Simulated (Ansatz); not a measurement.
`B[SiH](F)F` and `F[SiH](F)Br` differ in one atom or group.

Ansatz, PBE0-D4/def2-TZVP geometries, multiplicity 1. 

Scalar relativity is left out up to krypton.

```json
{"property": "HOMO–LUMO gap (PBE/def2-TZVPP) / eV", "`B[SiH](F)F`": "3.28"}
{"property": "HOMO energy (PBE0/def2-TZVPP) / eV", "`B[SiH](F)F`": "-8.72"}
{"property": "LUMO energy (PBE0/def2-TZVPP) / eV", "`B[SiH](F)F`": "-3.07"}
{"property": "HOMO–LUMO gap (PBE0/def2-TZVPP) / eV", "`B[SiH](F)F`": "5.65"}
{"property": "LUMO energy (B3LYP/def2-TZVPP) / eV", "`B[SiH](F)F`": "-3.28"}
{"property": "LUMO energy (ωB97M-V/def2-TZVPP) / eV", "`B[SiH](F)F`": "-1.06"}
```

(1) Give the same properties after the change, and the shifts. (Estimate.)

Results:

(1) Computed: 
| property | `F[SiH](F)Br` | shift |
| --- | --- | --- |
| HOMO–LUMO gap (PBE/def2-TZVPP) / eV | 7.29 | 4.01 |
| HOMO energy (PBE0/def2-TZVPP) / eV | -9.25 | -0.53 |
| LUMO energy (PBE0/def2-TZVPP) / eV | 0.33 | 3.40 |
| HOMO–LUMO gap (PBE0/def2-TZVPP) / eV | 9.58 | 3.93 |
| LUMO energy (B3LYP/def2-TZVPP) / eV | 0.05 | 3.33 |
| LUMO energy (ωB97M-V/def2-TZVPP) / eV | 2.24 | 3.30 |

With PBE0 the HOMO falls by 0.53 eV and the LUMO rises by 3.40 eV, so the gap widens by about 3.93 eV. PBE moves the HOMO by -0.55 eV and ωB97M-V by -0.57 eV. The zero-point energy changes by -47.8 kJ/mol with -6 modes.

B3LYP here is the variant with VWN-RPA as its local correlation; programs differ in this.

Spin–orbit coupling is left out; it splits and shifts lone-pair levels of the heavy atoms by tenths of an eV.
